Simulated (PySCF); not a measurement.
An unknown shows these calculated signals:

$^{1}$H NMR (400 MHz, computed): δ 2.50 (m, 1H), 1.98 (m, 1H), 1.94 (s, 3H), 1.78 (m, 1H), 1.19 (m, 1H), 1.17 (m, 1H), 0.66 (s, 3H).

$^{13}$C{$^{1}$H} NMR (computed): δ 124.6 (C), 24.2 (CH2), 20.5 (CH2), 18.6 (CH), 12.8 (CH3), -4.5 (CH3).

No solvent model, single conformer, no relativistic terms, equivalent nuclei averaged. Geometry from PBE0-D3(BJ)/def2-SVP; GIAO PBE0/pcSseg-1 shieldings; PySCF 2.14.

References, each an isolated molecule treated in the same way: TMS for $^{1}$H and $^{13}$C.

Question: Which of these does the molecule contain: a Si–CH3 group, a nitrile, a CH3CH2 unit, a vinyl group CH=CH2, a heteroaromatic ring, an S-methyl group?

Answer: 
- A Si–CH3 group: yes (δC -4.5; δH 0.66 (s)).
- A nitrile: yes (δC 124.6).
- A CH3CH2 unit: no.
- A vinyl group CH=CH2: no.
- A heteroaromatic ring: no.
- An S-methyl group: yes (δC 12.8; δH 1.94 (s)).

The data belong to `InChI=1S/C6H11NSSi/c1-8-9(2)4-3-6(9)5-7/h6H,3-4H2,1-2H3/t6-,9+/m1/s1`; they needn't prove each group on their own.

Carbon signals by region: 1 in the sp2 and nitrile region (100–160 ppm), 5 below 50 ppm.

Shifts are as computed. Against solution values, carbons near 30 ppm lie about +2 ppm off and those near 130 ppm about +5 ppm. Of 1211 compounds with measured shifts, 218 miss one by over three times the rms of a fit or turn the order of signals round; such compounds aren't used in these exercises. No couplings were computed; multiplicities are counted from neighbouring protons, with m where these are inequivalent, close in shift, in a saturated or five-membered ring or joined by F or P, and br s for small geminal =CH2 splittings.
